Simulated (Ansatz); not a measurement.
Kohn–Sham single points on ClF₃Ge, SMILES `[F][Ge]([F])([F])[Cl]`.

```yaml
crystal:
  periodic: [false, false, false]
  atoms:
    - {symbol: F, position_ang: [-1.011248, -0.526371, 1.272928]}
    - {symbol: Ge, position_ang: [0.010138, -0.062766, -0.002295]}
    - {symbol: F, position_ang: [1.569785, -0.633384, 0.353035]}
    - {symbol: F, position_ang: [-0.522704, -0.858560, -1.404848]}
    - {symbol: Cl, position_ang: [0.004028, 2.007482, -0.260219]}
basis:
  gaussian: {orbitals: def2-TZVPP}
hamiltonian: {xc: {name: PBE-QIDH}}
```

```sh
$ ansatz run in.yaml --threads 2 --pin off --events-out ev --progress --plain
```

It prints (some lines left out):

```
Functional definition: PBE-QIDH
1198 factors; integrals over basis functions are off by at most 6.7e-4 eV
mean field evaluation 1: about -77153.4684 eV, gradient 4.9e1 eV
mean field evaluation 2: about -77153.5787 eV, gradient 5.0e1 eV
mean field evaluation 4: about -77157.1570 eV, gradient 2.2e0 eV
mean field evaluation 8: about -77157.1797 eV, gradient 2.3e-1 eV
mean field evaluation 16: about -77157.1797 eV, gradient 2.8e-5 eV
mean field -77157.17972473 eV, -2835.4740558689 hartree, gradient 7.3e-6 eV, S^2 0.000000; 0 other end points of the search recorded, 0 dependent functions left out
17 core orbitals not correlated: weight in the atoms' cores, before any rotation towards them, 1.000 or more for the frozen orbitals, at most 0.000 for the correlated occupied ones
reference -77157.17973229 eV, -2835.4740561469 hartree; 21, 21 occupied and 145, 145 virtual orbitals, 1198 factors
second order -35.66043976 eV of doubles, -0.00000000 eV of singles
Total energy: -77169.06654555 eV, -2835.9108884768 hartree
```

It took 3.6 s on 2 threads of a server CPU on a shared host, with 0.45 GiB of host memory at the peak.

With the line `hamiltonian: {xc: pbe, dispersion: d4}` and forces (abridged; 1.6 s):

```
Functional definition: PBE
mean field -77178.61889489 eV, -2836.2619308406 hartree, gradient 7.3e-5 eV, S^2 0.000000
Total energy: -77178.73890139 eV, -2836.2663409978 hartree
Atom 0 force    -0.503638    -0.224002     0.628153 eV/Å
Atom 1 force    -0.001163     0.405865    -0.050560 eV/Å
Atom 2 force     0.769018    -0.276744     0.174647 eV/Å
Atom 3 force    -0.262791    -0.387783    -0.692106 eV/Å
Atom 4 force    -0.001426     0.482664    -0.060135 eV/Å
Dipole moment:    -0.000707     0.236666    -0.029486 e Å
```

The same input with `hamiltonian: {xc: lda}` (abridged; 0.85 s):

```
Functional definition: SPW92
mean field evaluation 16: about -77022.1830 eV, gradient 2.6e-5 eV
mean field -77022.18297543 eV, -2830.5130168364 hartree, gradient 2.6e-5 eV, S^2 0.000000
Total energy: -77022.18299947 eV, -2830.5130177197 hartree
```

With the line `hamiltonian: {xc: {name: CAM-B3LYP}, dispersion: d4}` (abridged; 2.3 s):

```
Functional definition: CAM-B3LYP
mean field -77201.91788962 eV, -2837.1181531040 hartree, gradient 2.5e-5 eV, S^2 0.000000
Total energy: -77202.02133939 eV, -2837.1219548130 hartree
```

The same input with `hamiltonian: {xc: {name: revPBE}, dispersion: d4}` (abridged; 1.2 s):

```
Functional definition: revPBE
mean field evaluation 16: about -77190.2599 eV, gradient 3.2e-5 eV
mean field -77190.25991894 eV, -2836.6897305838 hartree, gradient 3.2e-5 eV, S^2 0.000000
Total energy: -77190.58974266 eV, -2836.7018513817 hartree
```

Changing it to `hamiltonian: {xc: {name: B97M-V}}` (abridged; 3.7 s):

```
Functional definition: B97M-V
mean field evaluation 16: about -77183.2435 eV, gradient 1.0e-5 eV
mean field -77183.24354411 eV, -2836.4318835646 hartree, gradient 1.0e-5 eV, S^2 0.000000
Total energy: -77183.24358072 eV, -2836.4318849101 hartree
```
